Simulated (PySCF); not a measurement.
Job file and geometry (Å, from GFN2-xTB) of an NMR shielding run on SMILES C=C(C)B(F)CBN, C₄H₁₀B₂FN, GIAO PBE0/pcSseg-1 NMR shielding, non-relativistic, gas phase (PySCF); density fitting, a coarse starting grid and PySCF grid level 2 are the driver's defaults:

```
$ OMP_NUM_THREADS=1 python probes_run.py task.json out

{"job": {"kind": "nmr", "xc": "PBE0", "basis": "pcSseg-1"}, "charge": 0, "multiplicity": 1}
C     -2.037880     1.779321    -0.661965
C     -1.378677     0.732911    -0.161268
C     -1.997513    -0.637258    -0.193910
B      0.047076     0.909852     0.466974
F      0.614574     2.117697     0.358644
C      0.894390    -0.226411     1.138009
B      1.876231    -0.830178     0.025644
N      2.903622    -0.043106    -0.451458
H     -1.613717     2.769436    -0.644208
H     -3.020336     1.690084    -1.101875
H     -1.318920    -1.340178    -0.673469
H     -2.173618    -0.990186     0.821212
H     -2.943965    -0.630827    -0.730152
H      1.511633     0.198665     1.930093
H      0.280121    -1.011240     1.570606
H      1.742512    -1.914459    -0.400439
H      3.037640     0.910004    -0.154673
H      3.568067    -0.331128    -1.149421
```

Task: What does the program print?

Result: 
```
coarse grid: 14864 points
cycle   1  E = -362.2439846655  dE =  7.612e-01  |g| = 6.499e-01  |ddm| = 3.644e+00
cycle   2  E = -362.2190257935  dE =  2.496e-02  |g| = 7.904e-01  |ddm| = 1.065e+00
cycle   3  E = -362.3350939271  dE = -1.161e-01  |g| = 8.613e-02  |ddm| = 5.875e-01
cycle   4  E = -362.3363951417  dE = -1.301e-03  |g| = 3.079e-02  |ddm| = 8.112e-02
cycle   5  E = -362.3365914870  dE = -1.963e-04  |g| = 5.308e-03  |ddm| = 2.599e-02
cycle   6  E = -362.3365972563  dE = -5.769e-06  |g| = 2.031e-03  |ddm| = 5.785e-03
final grid: 143568 points
cycle   7  E = -362.3816308665  dE = -5.437e-05  |g| = 9.892e-03  |ddm| = 2.979e-02
cycle   8  E = -362.3816169504  dE =  1.392e-05  |g| = 1.251e-02  |ddm| = 1.710e-02
cycle   9  E = -362.3816538679  dE = -3.692e-05  |g| = 1.908e-03  |ddm| = 9.945e-03
cycle  10  E = -362.3816547499  dE = -8.821e-07  |g| = 2.712e-04  |ddm| = 1.506e-03
cycle  11  E = -362.3816547644  dE = -1.442e-08  |g| = 1.421e-04  |ddm| = 2.994e-04
cycle  12  E = -362.3816547689  dE = -4.563e-09  |g| = 2.733e-05  |ddm| = 1.168e-04
cycle  13  E = -362.3816547691  dE = -1.595e-10  |g| = 7.006e-06  |ddm| = 2.521e-05
converged SCF energy = -362.3816547691

GIAO shielding tensors (ppm)
atom      isotropic    diamagn.    paramagn.     s11        s22        s33       span
  0 C       46.964     252.780    -205.815    -70.865     58.534    153.224    224.088
  1 C       35.199     261.537    -226.338    -84.054     15.316    174.334    258.387
  2 C      160.111     248.489     -88.378    145.529    151.990    182.814     37.285
  3 B       51.226     192.109    -140.883     -4.539     74.557     83.661     88.200
  4 F      228.786     472.547    -243.761     63.985    160.792    461.581    397.597
  5 C      165.735     259.269     -93.534    126.882    179.841    190.482     63.599
  6 B       61.443     195.182    -133.739     23.564     42.138    118.626     95.062
  7 N      148.051     317.068    -169.017     44.634    187.663    211.855    167.221
  8 H       25.451      31.791      -6.340     22.438     24.007     29.908      7.470
  9 H       25.579      30.595      -5.016     22.397     25.153     29.186      6.789
 10 H       29.586      32.336      -2.750     25.414     29.461     33.881      8.467
 11 H       29.479      30.584      -1.105     25.938     28.407     34.090      8.151
 12 H       29.878      30.704      -0.826     26.177     28.798     34.658      8.481
 13 H       30.787      31.996      -1.210     27.288     28.859     36.212      8.924
 14 H       30.053      34.382      -4.329     26.788     29.517     33.854      7.067
 15 H       26.557      30.922      -4.365     25.402     25.756     28.514      3.112
 16 H       27.293      31.986      -4.693     22.318     26.994     32.567     10.248
 17 H       27.325      29.051      -1.726     22.893     23.743     35.339     12.446
```

Size and cost of the density-fitted run: 186 basis functions, 28 s wall time on 1 thread of an Arm Neoverse V2, shared host; peak memory 0.83 GiB.
